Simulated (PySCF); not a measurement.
Te(OMe)(GeH3) (CH6GeOTe), SMILES CO[Te][GeH3].

The structure is a stationary point at PBE-D3(BJ)/def2-SVP. The structure was generated by enumeration, and PubChem lists no compound with its InChIKey, so it may never have been made. The def2 effective core potentials stand for the cores of Te; spin–orbit coupling is left out. One conformer was computed; it need not be the lowest.

These are PBE-D3(BJ)/def2-SVP (PySCF) values and carry that method's errors.

Frequencies are harmonic and unscaled.

| mode | ν (cm⁻¹) | IR (km/mol) | moving atoms (share of kinetic energy) |
|---|---|---|---|
| 1 | 69 | 0.5 | C 40 %, H 35 %, Ge 15 %, Te 10 % |
| 2 | 78 | 1.6 | H 69 %, O 22 % |
| 3 | 86 | 1.0 | H 54 %, O 30 %, Ge 9 % |
| 4 | 202 | 5.3 | H 68 %, O 21 %, Ge 9 % |
| 5 | 227 | 0.2 | Ge 51 %, Te 37 %, H 8 % |
| 6 | 268 | 1.6 | C 43 %, H 25 %, O 21 %, Te 11 % |
| 7 | 458 | 3.2 | H 89 % |
| 8 | 481 | 3.7 | H 96 % |
| 9 | 508 | 27.8 | O 78 %, H 10 %, Te 9 % |
| 10 | 759 | 265.8 | H 97 % |
| 11 | 831 | 33.8 | H 99 % |
| 12 | 848 | 32.0 | H 99 % |
| 13 | 1039 | 80.6 | O 47 %, C 46 % |
| 14 | 1128 | 0.2 | H 77 %, C 19 % |
| 15 | 1134 | 21.7 | H 70 %, C 22 %, O 8 % |
| 16 | 1391 | 5.1 | H 96 % |
| 17 | 1395 | 11.2 | H 91 %, C 9 % |
| 18 | 1431 | 23.5 | H 94 % |
| 19 | 2064 | 72.2 | H 100 % |
| 20 | 2084 | 95.0 | H 98 % |
| 21 | 2087 | 88.6 | H 98 % |
| 22 | 2902 | 80.4 | H 97 % |
| 23 | 2973 | 44.0 | H 90 %, C 10 % |
| 24 | 3015 | 14.3 | H 91 %, C 9 % |
